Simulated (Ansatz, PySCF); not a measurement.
Barrier from R1 to the saddle point P1, each structure at its B3LYP-D3(BJ)/def2-TZVP stationary point, reached from a drawn start; harmonic modes at that level show the others as minima.
R1, NH3 (SMILES N) (charge 0, multiplicity 1):
```xyz
4

N      0.0000     0.0000     0.2791
H      0.0000     0.9428    -0.0931
H      0.8165    -0.4714    -0.0931
H     -0.8165    -0.4714    -0.0931
```
P1, H3N, a first-order saddle point (one imaginary mode, 800i cm⁻¹) (charge 0, multiplicity 1):
```csv
atom,x (Å),y (Å),z (Å)
N,0.0000,0.0000,0.0000
H,0.9974,0.0000,0.0000
H,-0.4987,0.8638,0.0000
H,-0.4987,-0.8638,0.0000
```

P less R. No zero-point or thermal terms. No path was followed down from the saddle.

Cores are frozen in the correlated methods. CBS(a, b) extrapolates the correlation energy as X⁻³ and adds the Hartree–Fock energy of set b.

Programs: Ansatz (Gaussian basis) for Hartree–Fock, density functionals and correlated methods; PySCF for the D3/D4 terms. All values are computed, each at the level named.

PBE/def2-TZVPP gives 5.18 kcal/mol for the barrier height.

Where do these levels fall relative to PBE: PBE-D3(BJ)/def2-TZVPP, r2SCAN/def2-TZVPP, B3LYP/def2-TZVPP, wB97M-V/def2-TZVPP, B2PLYP/def2-TZVPP, MP2/CBS(cc-pVTZ, cc-pVQZ), CCSD(T)/CBS(cc-pVTZ, cc-pVQZ).

PBE-D3(BJ)/def2-TZVPP 0.00; r2SCAN/def2-TZVPP -0.02; B3LYP/def2-TZVPP -0.41; wB97M-V/def2-TZVPP -0.35; B2PLYP/def2-TZVPP -0.13; MP2/CBS(cc-pVTZ, cc-pVQZ) 0.00; CCSD(T)/CBS(cc-pVTZ, cc-pVQZ) 0.39 kcal/mol. 2 of 7 lie above PBE; the widest gap is to B3LYP/def2-TZVPP.

Ansatz is a program for electronic structure.
